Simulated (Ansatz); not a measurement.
A made-up structure of CH4GeS, singlet:

C1  (-0.787, -0.205, -0.551)
S2  (-0.437, -1.468, 0.750)
Ge3  (0.775, 0.330, 0.442)
H4  (-0.654, -0.565, -1.566)
H5  (-0.631, -2.531, 1.576)
H6  (0.655, 1.430, 1.493)
H7  (2.158, 0.132, -0.172)
(Å)

It is relaxed with PBE-D4/def2-SVP and then PBE0-D4/def2-TZVP (Ansatz 0.2.0). Atoms count as bonded within 1.22 times the sum of their covalent radii (H–H: 0.88 Å). The end point is not checked to be a true minimum.

(1) Does its bonding change? (A judgement: the text doesn't fix the answer.)

Results:

(1) The calculation gives: No: no bond forms or breaks.

Where it ends: The first stage lowers the energy by 2.43 eV in 12 steps. It ends as CH₄GeS ([CH]1[SH][GeH2]1):
```
7
angstrom
C -0.8372 -0.3873 -0.4473
S -0.0519 -1.7934 0.4461
Ge 0.7212 0.3870 0.3088
H -0.7670 -0.6311 -1.5097
H -0.7849 -1.7814 1.5828
H 0.5850 1.0773 1.6730
H 2.2127 0.2513 -0.0802
```

Labels in which every atom is bracketed show which atoms are joined, not bond orders.

For scale, one of the runs: PBE0-D4/def2-TZVP relaxation, 140 basis functions, launched by `ansatz run in.yaml --threads 2 --pin off --events-out ev --progress --plain --max-ram 4352MiB`. Hardware: 2 CPU threads of an Arm Neoverse V2, shared host. Wall time about 24 s.
